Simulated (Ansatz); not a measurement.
The cluster GeF3⁻ was relaxed with r2SCAN-D4 (def2-TZVPD) in Ansatz in these states: charge -1 quintet, charge -1 singlet, charge -1 triplet. The geometries follow in no particular order.

A:

Cartesian coordinates in Å:
```
Ge -0.1229 0.1736 0.6822
F -1.0746 0.9146 -0.6760
F 1.4972 0.4450 -0.0929
F -0.2997 -1.5332 0.0867
```

B:

Cartesian coordinates in Å:
```
Ge 0.074 -0.181 -0.256
F -0.338 0.828 1.166
F -1.034 0.662 -1.495
F 1.298 -1.308 0.584
```

C:

| atom | x (Å) | y (Å) | z (Å) |
| --- | --- | --- | --- |
| Ge1 | -1.2109 | -0.3733 | 0.2687 |
| F2 | 0.7133 | 0.2072 | -0.1349 |
| F3 | -0.3171 | -1.6887 | 1.1214 |
| F4 | 0.8148 | 1.8548 | -1.2552 |

Problem. Judge from the bond lengths which geometry belongs to which state (an estimate).

Solution. A is the charge -1 singlet (Ge1–F4 1.816 Å, Ge1–F2 1.816 Å, Ge1–F3 1.816 Å); B is the charge -1 triplet (Ge1–F4 1.864 Å, Ge1–F2 1.792 Å, Ge1–F3 1.863 Å); C is the charge -1 quintet (Ge1–F4 3.375 Å, Ge1–F2 2.050 Å, Ge1–F3 1.804 Å).

At r2SCAN-D4/def2-TZVPD the highest occupied level of the charge -1 triplet lies above zero (up to 1.63 eV). The electron is either unbound and held by the finite basis, or the level is raised by self-interaction error. At r2SCAN-D4/def2-TZVPD the highest occupied level of the charge -1 quintet lies above zero (up to 1.71 eV). At PBE0-D4/def2-TZVPD a singlet lies 3.33 eV below the charge -1 triplet. At PBE0-D4/def2-TZVPD a singlet lies 10.35 eV below the charge -1 quintet. These are the stationary points nearest to one start from a short search; other shapes may lie lower in each state. The charge -1 quintet has come apart into loosely held pieces.
